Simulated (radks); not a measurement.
Question: These are the eigenvalues of the occupied orbitals of an atom or ion with whole-number occupations (eV). Calculated with a radial shooting solver on a logarithmic mesh with Libxc functionals: scalar-relativistic Kohn-Sham, BLYP, spin-polarised, spherical densities, finite nucleus; Fermi nuclear charge, rms radius of each element as measured or else 0.836 A^(1/3) + 0.57 fm.

orbital  eigenvalue
1s up     -14014.63
1s down   -14001.68
2s up     -2935.567
2s down   -2913.935
2p up     -2777.293
2p down   -2751.359

Which element is it, and in what charge state? The configuration may be excited. Open shells, if any, are filled with parallel spins first.

Answer: Z = 34, selenium, charge +26: Se26+ in [He] 2s2 2p4. The list shows which subshells hold electrons but not how many an open one holds; the 1s level, -515.03 hartree, gives Z - s = 32.1 by -(Z - s)^2/2, which with screening and relativity narrows Z to a few neighbours, and the depths of the outer levels then fix element, charge and occupations together.
